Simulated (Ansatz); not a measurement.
CH4FGaSi, SMILES `F[SiH]1[CH2][GaH]1`. Charge 0, multiplicity 1. Geometry: relaxed with PBE0-D4/def2-TZVP.

```xyz
8

F    -1.446    1.935   -0.703
Si   -0.976    0.578    0.008
C     0.340   -0.505   -0.683
Ga    0.848   -0.039    1.264
H    -2.197   -0.193    0.354
H     1.191    0.041   -1.120
H     0.159   -1.411   -1.259
H     2.082   -0.405    2.139
```

(1) What is the dipole moment at r2SCAN/def2-TZVPP? (An estimate is asked.)

(2) And with PBE, B3LYP, ωB97M-V? (An estimate is asked.)

(3) Give the Mulliken charges with r2SCAN, PBE, ωB97M-V in def2-TZVPP. (An estimate is asked.)

Results:

(1) The calculation gave: 1.84 D, with components (1.13, -1.27, 0.69) D in this frame, pointing from negative to positive charge.

(2) Ansatz gave: PBE 1.81 D, B3LYP 1.88 D, ωB97M-V 1.91 D.

(3) Ansatz gave: 
```csv
atom,r2SCAN,PBE,ωB97M-V
F1,-0.32,-0.27,-0.31
Si2,0.50,0.41,0.44
C3,-0.39,-0.34,-0.46
Ga4,0.12,0.07,0.09
H5,-0.09,-0.08,-0.05
H6,0.09,0.10,0.11
H7,0.09,0.10,0.12
H8,-0.01,0.01,0.04
```

B3LYP here is the variant with VWN-RPA as its local correlation; programs differ in this.
